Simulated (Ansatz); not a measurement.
Ansatz (an electronic-structure program) input (wB97M-V/def2-TZVPD):

Ansatz 0.2 input:
```yaml
crystal:
  periodic: [false, false, false]
  atoms:
    - {symbol: C, position_ang: [0.92058640, 2.57306874, -0.09005180]}
    - {symbol: O, position_ang: [-0.12295839, 1.67393166, 0.26623467]}
    - {symbol: Si, position_ang: [-0.04855955, 0.06030720, 0.20308413]}
    - {symbol: Cl, position_ang: [0.41522504, -0.51567730, -1.73654027]}
    - {symbol: O, position_ang: [1.10382346, -0.48068774, 1.19939982]}
    - {symbol: C, position_ang: [1.50135125, -1.83752579, 1.35857086]}
    - {symbol: O, position_ang: [-1.47734208, -0.57665799, 0.61071501]}
    - {symbol: C, position_ang: [-2.70622324, -0.38248229, -0.07958939]}
    - {symbol: H, position_ang: [1.22065753, 2.42683971, -1.13024639]}
    - {symbol: H, position_ang: [1.78850536, 2.43374172, 0.55774493]}
    - {symbol: H, position_ang: [0.54101357, 3.58619947, 0.03307667]}
    - {symbol: H, position_ang: [2.32019251, -1.86057531, 2.07595343]}
    - {symbol: H, position_ang: [0.67406914, -2.44039964, 1.73868053]}
    - {symbol: H, position_ang: [1.84474528, -2.25529236, 0.40937013]}
    - {symbol: H, position_ang: [-2.62608681, -0.71714374, -1.11641640]}
    - {symbol: H, position_ang: [-2.99668549, 0.66998235, -0.06268433]}
    - {symbol: H, position_ang: [-3.46787349, -0.97219027, 0.42815408]}
basis:
  gaussian:
    orbitals: def2-TZVPD
hamiltonian:
  xc: {name: wB97M-V}
magnetization: {spin_polarized: true, initial_magnetization: 2}
```

End of the output:

```
integrals: 0.94 GiB planned
2097 factors; their error is unknown
integrals: 0.98 GiB planned
737 factors; integrals over basis functions are off by at most 2.8e-5 eV
0.71 GiB of the device are held for the grids
5.34 GiB of device memory are held for the factors and their scratch space
mean field: 5.75 GiB planned
mean field evaluation 1: about -29781.8092 eV, gradient 5.7e1 eV
mean field evaluation 2: about -29767.6631 eV, gradient 8.5e1 eV
mean field evaluation 4: about -29795.4970 eV, gradient 6.4e0 eV
mean field evaluation 8: about -29795.7696 eV, gradient 4.2e-1 eV
mean field evaluation 16: about -29795.7987 eV, gradient 1.2e-1 eV
mean field evaluation 32: about -29796.0029 eV, gradient 2.1e-5 eV
mean field -29796.00285014 eV, -1094.9829082866 hartree, gradient 2.3e-5 eV, S^2 2.004799; 6 other end points of the search recorded, 0 dependent functions left out
reference -29796.00292683 eV, -1094.9829111049 hartree; 42, 40 occupied and 359, 361 virtual orbitals, 2097 factors
Total energy: -29796.00292683 eV, -1094.9829111049 hartree
```

This state (charge 0, triplet) is run at the relaxed geometry of the species with charge 0 and multiplicity 1, and is a spin state other than that species' own.
